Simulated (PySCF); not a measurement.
# Steps of a relaxation of [Y(NH2)2]+

[Y(NH2)2]+ (singlet; a saddle point, relaxed within its symmetry). PySCF 2.14.0, RKS PBE0, Y def2-SVP with ECP28, N def2-SVP, H def2-SVP; non-relativistic Hamiltonian with scalar-relativistic core potentials where named; density fitting; no spin-orbit coupling. Origin of the start: template. Columns: position (Å) and force (eV/Å). Energies are counted from the last step; some of the 11 steps are shown. Forces carry noise of the integration grid, about 0.01 to 0.03 eV/Å.

Run from Python with OMP_NUM_THREADS=2. Where DIIS fails, smearing, a level shift and second-order steps follow.
It took 26 s on 2 threads of Arm Neoverse V1, with other jobs on the host, from the converged density of the start.

```xyz
7
step 0  E = 0.431 eV
Y     0.0000    0.0000   -0.2476     0.00    0.00    1.56
N     2.0209    0.0000    0.6568    -2.21    0.00   -1.23
H     2.5594   -0.8300    0.8978     0.16    0.06    0.22
H     2.5594    0.8300    0.8978     0.16   -0.06    0.22
N    -2.0209    0.0000    0.6568     2.21    0.00   -1.23
H    -2.5594    0.8300    0.8978    -0.16   -0.06    0.22
H    -2.5594   -0.8300    0.8978    -0.16    0.06    0.22
```

```xyz
7
step 3  E = 0.095 eV
Y     0.0000    0.0000   -0.2746     0.00    0.00   -0.30
N     1.9006    0.0000    0.6007    -0.02    0.00    0.08
H     2.4435   -0.8015    0.9326    -0.08   -0.07    0.03
H     2.4435    0.8015    0.9326    -0.08    0.07    0.03
N    -1.9006    0.0000    0.6007     0.02    0.00    0.08
H    -2.4435    0.8015    0.9326     0.08    0.07    0.03
H    -2.4435   -0.8015    0.9326     0.08   -0.07    0.03
```

```xyz
7
step 7  E = 0.001 eV
Y     0.0000    0.0000   -0.5378     0.00    0.00    0.01
N     1.7521    0.0000    0.5689     0.07    0.00    0.02
H     2.1958   -0.8079    1.0143    -0.03    0.00   -0.01
H     2.1958    0.8079    1.0143    -0.03    0.00   -0.01
N    -1.7521    0.0000    0.5689    -0.07    0.00    0.02
H    -2.1958    0.8079    1.0143     0.03    0.00   -0.01
H    -2.1958   -0.8079    1.0143     0.03    0.00   -0.01
```

Where does the relaxation end?

It converges at step 10 in C2v:
```xyz
7
step 10  E = 0
Y     0.0000    0.0000   -0.5475
N     1.7482    0.0000    0.5650
H     2.1787   -0.8099    1.0187
H     2.1787    0.8099    1.0187
N    -1.7482    0.0000    0.5650
H    -2.1787    0.8099    1.0187
H    -2.1787   -0.8099    1.0187
```

How did the contacts change?


| contact | start (Å) | end (Å) |
| --- | --- | --- |
| Y1–N2 (NH2) | 2.214 | 2.072 |
| Y1–N5 (NH2) | 2.214 | 2.072 |
